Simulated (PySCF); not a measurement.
# Static response to an electric field

Compound: Ta(NSiMe3)(NH2)3, C3H15N4SiTa (singlet state).
Geometry (PBE0-D3(BJ)/def2-SVP, Å), atoms numbered from 1 in this order:
```
atom  x, y, z in Å
Ta1   -0.0114    0.0103   -2.0641
N2    -0.0215    0.0104   -0.2843
Si3   -0.0087   -0.0026    1.4539
C4    -1.7549    0.2955    2.0905
C5     1.1328    1.3580    2.0758
C6     0.6097   -1.6734    2.0586
H7    -2.4397   -0.4855    1.7247
H8    -1.7873    0.2919    3.1921
H9    -2.1343    1.2681    1.7399
H10    1.1613    1.3892    3.1770
H11    2.1602    1.2001    1.7117
H12    0.7955    2.3419    1.7134
H13   -0.0367   -2.4849    1.6893
H14    1.6313   -1.8651    1.6942
H15    0.6251   -1.7219    3.1595
N16    1.8943   -0.0671   -2.6644
H17    2.7087   -0.0947   -2.0585
H18    2.2030   -0.0986   -3.6330
N19   -0.8965    1.6966   -2.6781
H20   -1.2937    2.4141   -2.0794
H21   -1.0243    1.9699   -3.6496
N22   -1.0194   -1.6041   -2.6790
H23   -1.4691   -2.2894   -2.0800
H24   -1.1823   -1.8590   -3.6501
```

Level: wB97X-D/def2-SVPD (PySCF), static field, nuclei fixed, core orbitals frozen in the response. The polarisability tensor in these axes (au):

```
x   131.15  -0.06   0.00
y    -0.06 131.21  -0.07
z     0.00  -0.07 160.28
```

Problem. What are the eigenvalues, a third of the trace, and Δα (Δα² = ½Σ(αi − αj)² over the three pairs)?

Solution. Principal values 131.11, 131.25 and 160.28 au; mean 140.88 au = 20.88 Å³ = 23.23 × 10⁻⁴⁰ C²·m²/J; Δα = 29.10 au (21 % of the mean).

Problem. What is the dipole moment, and where does it point?

Solution. (0.01, -0.02, -2.50) D, 2.50 D in size, pointing from the negative to the positive side. Measured along this direction, the outermost atoms are H8, H10 and H15 at the negative end and H24, H18 and H21 at the positive end.

Problem. Estimate the molar refractivity from the static electronic polarisability.

Solution. Lorentz–Lorenz: R = (4π/3)N_A α = 2.5225 cm³/(mol·Å³) × 20.88 Å³ = 52.7 cm³/mol, in the limit of long wavelengths.

Problem. How large is μ²/3kT at 298 K beside α?

Solution. In Gaussian units μ²/3kT = 50.59 Å³ against 20.88 Å³, a ratio of 2.42; the Debye molar polarisation (4π/3)N_A(α + μ²/3kT) is 180.3 cm³/mol, leaving out the vibrational part.

Problem. Sum over states: ᾱ = Σ f/ω², ω in Eh. What share falls to these 10 lowest TDDFT singlets (eV, f)? 5.54, 0.0000; 5.72, 0.0000; 5.84, 0.0437; 5.84, 0.0374; 5.91, 0.0024; 5.92, 0.0100; 6.07, 0.0002; 6.41, 0.0079; 6.42, 0.0090; 6.59, 0.0318.

Solution. They add up to 2.88 au, 2.0 % of the 140.88 au; the largest single term is 0.95 au, from the state at 5.84 eV. Terms in order: 0.00, 0.00, 0.95, 0.81, 0.05, 0.21, 0.00, 0.14, 0.16, 0.54 au. Higher excitations give the rest. The strengths listed sum to 0.143.

Isolated species at its PBE0-D3(BJ)/def2-SVP geometry, gas phase. Atoms past krypton carry effective core potentials; spin–orbit coupling is left out.

wB97X-D is run here without its empirical dispersion term; that term would change no orbital, density or response property at a fixed geometry.
